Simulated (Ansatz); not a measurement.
A made-up structure of BSiH2ClO, singlet:

```xyz
6
angstrom
B -1.2017 1.3349 -0.3327
Si 0.0268 -0.2738 -0.0819
O 1.4632 -0.3439 0.9129
Cl -0.3906 -2.1553 -1.3110
H -1.9877 2.2965 -0.4246
H 2.0898 -0.8585 1.2373
```

It is relaxed with PBE-D4/def2-SVP and then PBE0-D4/def2-TZVP (Ansatz 0.2.0). Atoms count as bonded within 1.22 times the sum of their covalent radii (H–H: 0.88 Å). The end point is not checked to be a true minimum.

Question: Does its bonding change? (A judgement: the text doesn't fix the answer.)

Answer: Computed: No: no bond forms or breaks.

Where it ends: The first stage lowers the energy by 1.58 eV in 10 steps. It ends as BSiH₂ClO ([BH][Si]([OH])[Cl]):
```json
{"atom": "B1", "x (Å)": "-0.9544", "y (Å)": "1.2661", "z (Å)": "-0.4518"}
{"atom": "Si2", "x (Å)": "-0.0628", "y (Å)": "-0.2961", "z (Å)": "0.0404"}
{"atom": "O3", "x (Å)": "1.4704", "y (Å)": "-0.2037", "z (Å)": "0.6043"}
{"atom": "Cl4", "x (Å)": "-0.3291", "y (Å)": "-1.9131", "z (Å)": "-1.1909"}
{"atom": "H5", "x (Å)": "-1.8680", "y (Å)": "1.9938", "z (Å)": "-0.2629"}
{"atom": "H6", "x (Å)": "1.7439", "y (Å)": "-0.8471", "z (Å)": "1.2609"}
```

Labels in which every atom is bracketed show which atoms are joined, not bond orders.

For scale, one of the runs: PBE0-D4/def2-TZVP relaxation, 148 basis functions, launched by `ansatz run in.yaml --threads 2 --pin off --events-out ev --progress --plain --max-ram 4352MiB`. Hardware: 2 CPU threads of an AMD EPYC 9R45, shared host. Wall time about 10 s.
